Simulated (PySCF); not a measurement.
Si(F)2(SiH3)2 (F2H6Si3), SMILES [Si](F)([SiH3])([SiH3])F.

Geometry: ωB97X-D3(BJ)/def2-SVP.

Vertical ionisation energy (IE) and electron affinity (EA) in eV. Rows of orbital energies are one-electron estimates. Where ΔSCF, EOM or ADC give a negative EA the extra electron is unbound and the value depends on the basis.

```
level                                         IE     EA
-----------------------------------------  -----  -----
−ε(HOMO), −ε(LUMO), HF/def2-TZVP (PySCF)   10.66  -2.16
−ε(HOMO), −ε(LUMO), PBE/def2-TZVP (PySCF)   6.80   1.84
```
